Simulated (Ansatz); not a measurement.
CCl2, SMILES `Cl[C]Cl` (excited triplet) (charge 0, multiplicity 3). This triplet is an excited state, 0.90 eV above the relaxed singlet at the level composite: frozen-core CCSD(T) with HF/cc-pVQZ and the correlation energy extrapolated as X^-3 from cc-pVTZ and cc-pVQZ, plus CCSDT(Q) minus CCSD(T) in cc-pVDZ // PBE0-D3(BJ)/def2-TZVP (Ansatz, a first-principles code).

The numbers are results of Ansatz with PBE/cc-pVTZ // PBE0-D3(BJ)/def2-TZVP, not measurements.

Ansatz 0.2 input:
```yaml
crystal:
  periodic: [false, false, false]
  atoms:
    - { symbol: Cl, position_ang: [1.497956, -0.238742, -0.000005] }
    - { symbol: C, position_ang: [-0.000265, 0.479142, -0.000001] }
    - { symbol: Cl, position_ang: [-1.497691, -0.240399, 0.000006] }
basis:
  gaussian: { orbitals: cc-pVTZ }
hamiltonian:
  xc: pbe
magnetization:
  spin_polarized: true
  initial_magnetization: 2
```

Output:

```
Functional definition: PBE
710 factors; their error is unknown
mean field evaluation 1: about -26064.2762 eV, gradient 2.9e1 eV
mean field evaluation 2: about -26050.8047 eV, gradient 5.6e1 eV
mean field evaluation 4: about -26068.5710 eV, gradient 1.5e0 eV
mean field evaluation 8: about -26068.5603 eV, gradient 5.7e-2 eV
mean field evaluation 16: about -26068.5603 eV, gradient 1.8e-5 eV
mean field -26068.56032679 eV, -958.0019221045 hartree, gradient 1.8e-5 eV, S^2 2.005182; 0 other end points of the search recorded, 0 dependent functions left out
reference -26068.56035573 eV, -958.0019231681 hartree; 21, 19 occupied and 77, 79 virtual orbitals, 710 factors
Total energy: -26068.56035573 eV, -958.0019231681 hartree
```
